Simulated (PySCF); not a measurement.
Peak assignment

Structure with atom numbers: `[CH2:1]1[CH2:2][C@@H:3]2[C@@H:4]3[CH2:5][CH2:6][C@@H:7]([CH2:8]3)[C@@H:9]2[CH2:10]1`; H(Xn) means a hydrogen on atom n. Ha(C5), Ha(C6), Ha(C8) are cis to C3 on the ring; Ha(C1), Ha(C2), Ha(C10) are cis to C4 on the ring; Hb(C5), Hb(C6), Hb(C8) are trans to C3 on the ring; Hb(C1), Hb(C2), Hb(C10) are trans to C4 on the ring.

[PySCF 2.14.0 with density-fitted response routines: PBE0-D3(BJ)/def2-SVP geometry; KT3/pcSseg-1 with gauge-including orbitals; non-relativistic Hamiltonian; rapidly exchanging positions averaged; gas phase; single conformer]

Scale: 13C and 1H vs TMS (reference shieldings calculated alike).

(1) Assign these signals to the numbered atoms. 13C{1H} NMR (computed): δ 48.3, 45.5, 43.7, 31.2, 30.4, 26.3.

(2) Assign these signals to the numbered atoms. 1H NMR (300 MHz, computed): δ 2.29 (m, 2H), 1.96 (m, 2H), 1.67 (m, 2H), 1.55 (m, 1H), 1.45 (m, 2H), 1.42 (m, 1H), 1.42 (m, 2H), 1.38 (m, 1H), 1.26 (m, 2H), 1.25 (m, 1H).

## Answers

(1) 
| δ (ppm) | atoms | environment | reason |
| --- | --- | --- | --- |
| 48.3 | C3/C9 | sp3 CH in a ring | saturated and bonded to C and H only |
| 45.5 | C4/C7 | sp3 CH in a ring | – |
| 43.7 | C8 | sp3 CH2 in a ring | a saturated carbon with 2 carbon neighbours and no heteroatom attached |
| 31.2 | C1 | sp3 CH2 in a ring | – |
| 30.4 | C2/C10 | sp3 CH2 in a ring | – |
| 26.3 | C5/C6 | sp3 CH2 in a ring | – |

C4/C7 and C8; C1 and C2/C10 lie closer than the usual error of such a calculation, so a measured spectrum could show them in the other order.

(2) 
| δ (ppm) | atoms | environment | reason |
| --- | --- | --- | --- |
| 2.29 | H(C3)/H(C9) | hydrogen on an sp3 CH in a ring | – |
| 1.96 | H(C4)/H(C7) | hydrogen on an sp3 CH in a ring | far from electronegative atoms and π systems |
| 1.67 | Ha(C2)/Ha(C10) | hydrogen on an sp3 CH2 in a ring | far from electronegative atoms and π systems |
| 1.55 | Hb(C1) | hydrogen on an sp3 CH2 in a ring | – |
| 1.45 | Hb(C2)/Hb(C10) | hydrogen on an sp3 CH2 in a ring | – |
| 1.42 | Ha(C8) | hydrogen on an sp3 CH2 in a ring | – |
| 1.42 | Ha(C5)/Ha(C6) | hydrogen on an sp3 CH2 in a ring | – |
| 1.38 | Ha(C1) | hydrogen on an sp3 CH2 in a ring | – |
| 1.26 | Hb(C5)/Hb(C6) | hydrogen on an sp3 CH2 in a ring | – |
| 1.25 | Hb(C8) | hydrogen on an sp3 CH2 in a ring | – |

Hb(C1) and Hb(C2)/Hb(C10); Hb(C2)/Hb(C10) and Ha(C8); Ha(C8) and Ha(C5)/Ha(C6); Ha(C5)/Ha(C6) and Ha(C1); Hb(C5)/Hb(C6) and Hb(C8) lie closer than the usual error of such a calculation, so a measured spectrum could show them in the other order.

Shifts are as computed, not scaled to solution data. Of 1211 compounds with measured shifts, 218 miss one by over three times the rms of a fit or turn the order of signals round; such compounds aren't used in these exercises. No couplings were computed; multiplicities are counted from neighbouring protons, with m where these are inequivalent, close in shift, in a saturated or five-membered ring or joined by F or P, and br s for small geminal =CH2 splittings.
